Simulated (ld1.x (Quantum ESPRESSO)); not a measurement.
**Cutoff test, Sr, TM semilocal**

```
Element                 : Sr (Z = 38)
Generator               : ld1.x (Quantum ESPRESSO) 7.5
Type                    : norm-conserving Troullier–Martins (semilocal form)
Functional              : PBE
Relativity              : scalar-relativistic
Frozen core             : [Ar] 3d10
Valence charge          : 10
Reference configuration : 4s2 4p6 4d0.5 5s1.5 5p0
Partial waves           : 4s (bound): rc 1.80 bohr; 4d (bound): rc 3.65 bohr; 4p (bound): rc 1.45 bohr
Local potential         : the p channel
Core correction         : Bessel-smoothed model core inside 1.20 bohr
```

Occupied shells without a wave of their own: 5s. They enter only through the test configuration that unscreens the potential, and ld1.x also counts them in the model core charge.

The pseudo-atom Hamiltonian at the reference potential is diagonalised in spherical Bessel functions j_l(qr) that vanish at 20 bohr, with q² up to the cutoff. All-electron valence levels (Ry): 4s -2.9627, 5s -0.2477, 4d -0.0762, 4p -1.6377, 5p -0.0900.

**Question.** How do the lowest levels (Ry) of each channel move with the cutoff, and are there ghosts?

**Answer.**

| cutoff (Ry) | s #1 | s #2 | s #3 | d #1 | d #2 | p #1 | p #2 | p #3 | Σ f·Δε (mRy) |
| --- | --- | --- | --- | --- | --- | --- | --- | --- | --- |
| 8 | -2.8140 | -0.2502 | -0.0044 | -0.0584 | 0.0481 | -1.5208 | -0.0819 | 0.0429 | 1022.6 |
| 18 | -2.9432 | -0.2574 | -0.0057 | -0.0761 | 0.0443 | -1.6021 | -0.0884 | 0.0402 | 256.9 |
| 30 | -2.9559 | -0.2598 | -0.0061 | -0.0761 | 0.0443 | -1.6279 | -0.0896 | 0.0398 | 73.0 |
| 50 | -2.9622 | -0.2601 | -0.0062 | -0.0761 | 0.0443 | -1.6368 | -0.0901 | 0.0395 | 6.6 |
| 70 | -2.9625 | -0.2601 | -0.0062 | -0.0761 | 0.0443 | -1.6372 | -0.0902 | 0.0395 | 3.3 |
| 110 | -2.9627 | -0.2602 | -0.0062 | -0.0761 | 0.0443 | -1.6377 | -0.0902 | 0.0395 | 0.2 |
| 400 | -2.9628 | -0.2602 | -0.0062 | -0.0761 | 0.0443 | -1.6377 | -0.0902 | 0.0395 | 0.0 |

Result: no extra level below or beside the all-electron valence levels (s, d, p tested); the semilocal form is local in each channel, so this says nothing of the separable form that plane-wave codes build from it; 10 mRy is reached at 45 Ry and 1 mRy at 90 Ry.

ld1.x takes every shell without a wave as core, so the model core holds the 5s electrons as well and exchange and correlation see them twice. This cancels in the reference configuration, but the file is broken for other ones, and its errors say nothing about a proper core correction. Its largest configuration-test error is -972 meV.
